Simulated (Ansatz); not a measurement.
`O[SiH](F)[AlH2]` + H₂O → `O[SiH](O)[AlH2]` + H–F  (formal hydrolysis of the Si–F bond)

Isolated molecules relaxed with PBE0-D4/def2-TZVP in Ansatz; ΔE leaves out vibrations. CCSD(T)/CBS is the MP2 limit (def2-TZVPP, def2-QZVPP) plus CCSD(T) − MP2 in def2-TZVPP, frozen cores. This one scheme is used for every species. DFT in def2-TZVPP. B3LYP here is the variant with VWN-RPA as its local correlation; programs differ in this. HSE06 is defined as in plane-wave codes. Each species was taken in one conformer, which may not be the lowest.

```
             level  ΔE (kcal/mol)  difference from CCSD(T)/CBS
       LDA (SPW92)           10.7                         -1.9
            PBE-D4           11.3                         -1.3
         revPBE-D4           11.0                         -1.6
           BLYP-D4           12.4                         -0.2
         r2SCAN-D4           12.3                         -0.3
            B97M-V           12.8                          0.2
           PBE0-D4           11.8                         -0.8
          B3LYP-D4           12.9                          0.3
        r2SCANh-D4           12.4                         -0.2
        r2SCAN0-D4           12.5                         -0.1
          HSE06-D4           11.8                         -0.8
          BHLYP-D4           13.6                          1.0
      CAM-B3LYP-D4           13.5                          0.9
           ωB97X-V           13.1                          0.5
           ωB97M-V           12.9                          0.3
            B2PLYP           13.1                          0.5
          PBE-QIDH           12.2                         -0.4
               PBE           11.7                         -0.9
              BLYP           13.3                          0.7
              PBE0           12.2                         -0.4
             B3LYP           13.6                          1.0
           r2SCANh           12.5                         -0.1
           r2SCAN0           12.6                          0.0
             HSE06           12.1                         -0.5
             BHLYP           14.2                          1.6
         CAM-B3LYP           13.9                          1.3
RPA@PBE/def2-TZVPP           12.5                         -0.1
       HF/def2-SVP           15.1                          2.5
      MP2/def2-SVP           12.7                          0.1
     CCSD/def2-SVP           13.4                          0.8
  CCSD(T)/def2-SVP           12.9                          0.3
     HF/def2-TZVPP           15.3                          2.7
    MP2/def2-TZVPP           12.0                         -0.6
SCS-MP2/def2-TZVPP           12.7                          0.1
   CCSD/def2-TZVPP           12.9                          0.3
     HF/def2-QZVPP           15.6                          3.0
    MP2/def2-QZVPP           12.3                         -0.3
SCS-MP2/def2-QZVPP           13.0                          0.4
      HF/CBS(def2)           15.6                          3.0
     MP2/CBS(def2)           12.3                         -0.3
       CCSD(T)/CBS           12.6                            0
```

Largest T1 diagnostic among the species: 0.013.

From BLYP to BHLYP (50 % exact exchange), in def2-TZVPP and without D4, ΔE moves by +0.9 kcal/mol. In def2-TZVPP, CCSD(T) changes the Hartree–Fock value by −3.0 kcal/mol (the triples alone add −0.6 kcal/mol) and MP2 by −3.3 kcal/mol.
